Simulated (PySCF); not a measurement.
How methods differ on the interval between two levels of Ar⁺

Ar⁺ [Ne] 3s2 3p5 [2P3/2, M_J = 3/2] → Ar⁺ [Ne] 3s1 3p5 4s1 [4P5/2, M_J = 5/2], as a difference of total energies. Calculation: PySCF 2.14, in x2c-SVPall-2c with one added diffuse shell each of s, p type (5s5p1d, 25 functions); the two-component X2C-1e Hamiltonian. Correlated levels: [Ne] frozen. "Screened" scales the spin-orbit matrix elements by Boettger's factors to mimic the two-electron term; Breit and QED terms are absent.

```json
{"method": "GHF (spin-free)", "interval between two levels (cm⁻¹)": "269280"}
{"method": "GMP2 (spin-free)", "interval between two levels (cm⁻¹)": "256840"}
{"method": "GHF (screened spin-orbit)", "interval between two levels (cm⁻¹)": "269240"}
{"method": "GMP2 (screened spin-orbit)", "interval between two levels (cm⁻¹)": "256870"}
```

The labels give the starting determinants; with spin-orbit coupling the two ends relaxed to ⟨J²⟩ = 3.76, ⟨L²⟩ = 2.00, ⟨S²⟩ = 0.75 and ⟨J²⟩ = 8.76, ⟨L²⟩ = 2.00, ⟨S²⟩ = 3.75.

The promoted electron is Rydberg-like, and one or two diffuse shells describe it only roughly, which tends to raise the upper state.
